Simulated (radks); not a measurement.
Values are calculated unless marked as measured or tabulated.
Task: Ionisation of the gallium ion Ga2+, [Ar] 3d10 4s1, to Ga3+, [Ar] 3d10, under several functionals. Scalar-relativistic Kohn-Sham, spin-polarised, spherical densities, finite nucleus; open shells are filled with parallel spins first; a radial shooting solver on a logarithmic mesh with Libxc functionals. The NIST Atomic Spectra Database gives 30.726 eV (measured). Rank these functionals by the error of their Delta-SCF ionisation energy: SCAN; BLYP; PBEsol; SOGGA; RPBE; LDA (Slater exchange, Perdew-Zunger correlation).

Result: From best to worst: SOGGA 31.399 eV (+0.673); RPBE 31.421 eV (+0.695); SCAN 31.511 eV (+0.785); PBEsol 31.523 eV (+0.798); BLYP 31.827 eV (+1.101); LDA (Slater exchange, Perdew-Zunger correlation) 31.908 eV (+1.182).
